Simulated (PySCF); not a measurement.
# Indium: a sound run and one with changed settings

Sound run: In⁺ [Kr] 4d10 5s2, In²⁺ [Kr] 4d10 5s1. Computed with PySCF 2.14 in cc-pVTZ-PP with ECP28MDF (5s4p3d1f, 39 functions), with scalar relativity through the core potential. In the sound run the correlated levels freeze 4s2 4p6 4d10 outside the core potential. The sound run starts from symmetry-adapted Hartree-Fock orbitals and uses a fine grid where one is needed.

Changed run: initial guess atom, at most 50 SCF cycles.

| species | method | sound run (hartree) | changed run (hartree) | converged |
| --- | --- | --- | --- | --- |
| In⁺ | UHF | -189.01875 | -189.01875 | yes |
| In⁺ | LDA | -189.58587 | -189.58587 | yes |
| In⁺ | CCSD(T) | -189.05144 | -189.05144 | yes |
| In²⁺ | B3LYP | -189.27780 | -189.27780 | yes |

Here the plain start reaches the same solutions.
